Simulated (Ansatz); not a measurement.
The first iterations of a band of FGeH3O + H3N (10 atoms, charge 0, multiplicity 1).

Computed with RKS B3LYP/def2-SVP (Ansatz).

```
movable images  : 5
climbing image  : yes
spring          : 5.0 eV/Å²
optimiser       : quadratic models (default)
start path      : through a guess of the saddle point
force threshold : 0.03 eV/Å
iteration limit : 60
end points      : relaxed
```

Image 0:

```xyz
10
Properties=species:S:1:pos:R:3
Ge -0.482 0.412 -0.231
O -0.635 -0.115 1.450
H -0.052 -0.877 1.623
F 1.161 -0.036 -0.689
H -0.599 1.941 -0.280
H -1.392 -0.370 -1.196
N 1.673 -2.244 1.630
H 0.842 -2.828 1.561
H 1.745 -1.614 0.832
H 1.672 -1.720 2.502
```

Image 6:

```xyz
10
Properties=species:S:1:pos:R:3
Ge 0.344 -0.273 -0.270
O -0.592 -0.324 2.550
H -1.346 -0.927 2.613
F 1.018 -0.331 -1.897
H 0.572 1.158 0.213
H -1.089 -0.789 -0.428
N 1.307 -1.455 0.785
H 1.287 -2.415 0.440
H 2.284 -1.187 0.903
H 0.151 -0.907 2.292
```

| iteration | highest image above the first end (eV) | largest band force component (eV/Å) |
| --- | --- | --- |
| 1 | 11.303 | 57.342 |
| 2 | 1.535 | 9.951 |
| 3 | 1.168 | 5.678 |
| 4 | 1.131 | 1.658 |
| 5 | 1.151 | 1.137 |
| 6 | 1.169 | 3.554 |
| 7 | 1.155 | 0.562 |
| 8 | 1.112 | 0.525 |
| 9 | 1.103 | 0.503 |

Does the band converge within its limit, and where does its top end?

It converged. It ended after 29 iterations with the highest image 0.815 eV above the first end. A vibrational analysis at the climbing image gives one clearly imaginary mode, 963i cm⁻¹: a first-order saddle point. The orbitals stay closed-shell, which can raise the energy where a bond breaks towards radicals; this wasn't checked here.

Time of the run: 6.1 min on 2 threads of Arm Neoverse V2, with other jobs on the host, peak memory 0.25 GiB.
